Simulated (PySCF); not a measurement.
A calculated (M06-2X, PySCF 2.14, x2c-SVPall, the spin-free X2C one-electron Hamiltonian (Gaussian nucleus)) atom or ion has these occupied shells.

| shell | electrons | orbital energy (eV) | rms radius, mean of both spins (bohr) |
| --- | --- | --- | --- |
| 1s β | 1 | -23177.3 | 0.0375 |
| 1s α | 1 | -23177.3 | 0.0375 |
| 2s α | 1 | -3403.8 | 0.154 |
| 2s β | 1 | -3403.4 | 0.154 |
| 2p α | 3 | -3056.0 | 0.137 |
| 2p β | 3 | -3055.7 | 0.137 |
| 3s α | 1 | -628.88 | 0.417 |
| 3s β | 1 | -628.66 | 0.417 |
| 3p α | 3 | -513.56 | 0.420 |
| 3p β | 3 | -513.29 | 0.420 |
| 3d α | 5 | -326.56 | 0.403 |
| 3d β | 5 | -326.05 | 0.403 |
| 4s α | 1 | -99.690 | 1.05 |
| 4s β | 1 | -98.158 | 1.05 |
| 4p α | 3 | -66.026 | 1.16 |
| 4p β | 3 | -63.862 | 1.16 |
| 4d α | 5 | -17.801 | 1.70 |
| 4d β | 3 | -16.505 | 1.70 |

Task: Name the element and its charge.

Result: Rh⁺ (rhodium, charge +1), in [Kr] 4d8, high-spin 3F determinant.
